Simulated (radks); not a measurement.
Results of a calculation; reference values are marked as such.
Question: The mean radii <r> (bohr) of the occupied orbitals of an atom or ion are listed with their occupations. Code: a radial shooting solver on a logarithmic mesh with Libxc functionals. Model: scalar-relativistic Kohn-Sham, PBE, spin-polarised, spherical densities, finite nucleus; Fermi nuclear charge, rms radius of each element as measured or else 0.836 A^(1/3) + 0.57 fm.

| orbital | occ. | <r> |
|---|---|---|
| 1s down | 1 | 0.01715 |
| 1s up | 1 | 0.01715 |
| 2s up | 1 | 0.07236 |
| 2s down | 1 | 0.07236 |
| 2p up | 3 | 0.06523 |
| 2p down | 3 | 0.06523 |
| 3s up | 1 | 0.1871 |
| 3s down | 1 | 0.1871 |
| 3p up | 3 | 0.1882 |
| 3p down | 3 | 0.1882 |
| 3d up | 5 | 0.1704 |
| 3d down | 5 | 0.1704 |
| 4s up | 1 | 0.4151 |
| 4s down | 1 | 0.4151 |
| 4p up | 3 | 0.4418 |
| 4p down | 3 | 0.4418 |
| 4d up | 5 | 0.4682 |
| 4d down | 5 | 0.4679 |
| 5s up | 1 | 0.9452 |
| 5s down | 1 | 0.9381 |
| 4f up | 7 | 0.5156 |
| 4f down | 7 | 0.5127 |
| 5p up | 3 | 1.077 |
| 5p down | 3 | 1.070 |
| 5d up | 5 | 1.377 |

Name the element and its charge. Open shells, if any, are filled with parallel spins first.

Answer: Z = 78, platinum, charge +5: Pt5+ in [Xe] 4f14 5d5. The 1s radius gives Z: for a bare nucleus <r> = (2 gamma + 1)/(2Z) with gamma = sqrt(1 - (Z/c)^2), 0.01695 bohr for Z = 78, and screening makes it slightly larger (0.01715 here). The occupations add up to 73, and the charge is Z minus that.
